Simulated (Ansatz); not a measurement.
Cost and result for the atomization energy of CH6AlNOSSi (`O[Si]1(CS)[NH][AlH]1`) (12 atoms, 12 bonds).

Cartesian coordinates in Å:
```
O -0.588 1.737 -0.793
Si -0.005 0.202 -0.650
C -0.880 -0.522 0.864
S -0.889 0.683 2.220
N 1.724 0.016 -0.701
Al 1.308 -0.887 -2.187
H -1.077 2.050 -0.023
H -0.393 -1.449 1.171
H -1.909 -0.745 0.573
H -1.887 0.158 2.951
H 2.458 0.373 -0.106
H 2.139 -1.617 -3.318
```

The species carries charge 0 and has multiplicity 1. All single points use the PBE0-D4/def2-TZVP geometry. It is one conformer, not always the lowest. Program: Ansatz. All runs use 2 threads of an AMD EPYC 7R13 on a shared host and a share of an NVIDIA H100 80 GB. Times are those of one run each, without the atoms' runs, and a repeat can differ threefold. Electronic energies, without spin–orbit coupling; frozen cores. CCSD(T)/CBS adds CCSD(T) − MP2 in def2-TZVPP to the MP2 limit, and its time is that of the two runs behind it. T1 = 0.013. B3LYP takes the VWN-RPA correlation (the form of Gaussian; ORCA's B3LYP/G).

CCSD(T)/CBS is a level of theory with its own doubt, some kJ/mol a heavy atom from the limit and from the frozen cores, so smaller differences don't rank the functionals.

```json
{"level": "B3LYP-D4/def2-TZVPP (with forces)", "functions": "303", "wall time": "4 s", "atomization (kcal/mol)": "988.3", "difference from CCSD(T)/CBS": "-6.4", "per bond": "-0.5"}
{"level": "r2SCAN-D4/def2-TZVPP (with forces)", "functions": "303", "wall time": "4.5 s", "atomization (kcal/mol)": "995.7", "difference from CCSD(T)/CBS": "1.0", "per bond": "0.1"}
{"level": "PBE-D4/def2-TZVPP (with forces)", "functions": "303", "wall time": "5.5 s", "atomization (kcal/mol)": "1011.3", "difference from CCSD(T)/CBS": "16.6", "per bond": "1.4"}
{"level": "PBE0-D4/def2-TZVPP", "functions": "303", "wall time": "6 s", "atomization (kcal/mol)": "989.9", "difference from CCSD(T)/CBS": "-4.8", "per bond": "-0.4"}
{"level": "B2PLYP/def2-TZVPP", "functions": "303", "wall time": "6.5 s", "atomization (kcal/mol)": "976.7", "difference from CCSD(T)/CBS": "-18.0", "per bond": "-1.5"}
{"level": "MP2/def2-QZVPP", "functions": "561", "wall time": "8 s", "atomization (kcal/mol)": "1001.5", "difference from CCSD(T)/CBS": "6.8", "per bond": "0.6"}
{"level": "ωB97X-V/def2-TZVPP", "functions": "303", "wall time": "9 s", "atomization (kcal/mol)": "998.5", "difference from CCSD(T)/CBS": "3.8", "per bond": "0.3"}
{"level": "CCSD(T)/def2-TZVPP", "functions": "303", "wall time": "10 s", "atomization (kcal/mol)": "960.8", "difference from CCSD(T)/CBS": "-33.9", "per bond": "-2.8"}
{"level": "ωB97M-V/def2-TZVPP (with forces)", "functions": "303", "wall time": "11 s", "atomization (kcal/mol)": "997.8", "difference from CCSD(T)/CBS": "3.1", "per bond": "0.3"}
{"level": "CCSD(T)/CBS(def2)", "functions": "–", "wall time": "18 s", "atomization (kcal/mol)": "994.7", "difference from CCSD(T)/CBS": "0.0", "per bond": "0.0"}
```

In def2-TZVPP, CCSD(T) changes the Hartree–Fock value by +280.5 kcal/mol (the triples alone add +19.0 kcal/mol) and MP2 by +301.0 kcal/mol; breaking electron pairs costs correlation energy, which Hartree–Fock lacks. The D4 term adds +12.8 kcal/mol with B3LYP and +6.8 kcal/mol with PBE0; it sums over pairs of atoms, weighted by their polarisabilities, and B3LYP, whose exchange is more repulsive, gets the larger term. From PBE to PBE0 (25 % exact exchange), in def2-TZVPP and without D4, the atomization energy moves by −20.3 kcal/mol: exact exchange takes away binding that semilocal exchange gives to molecules.
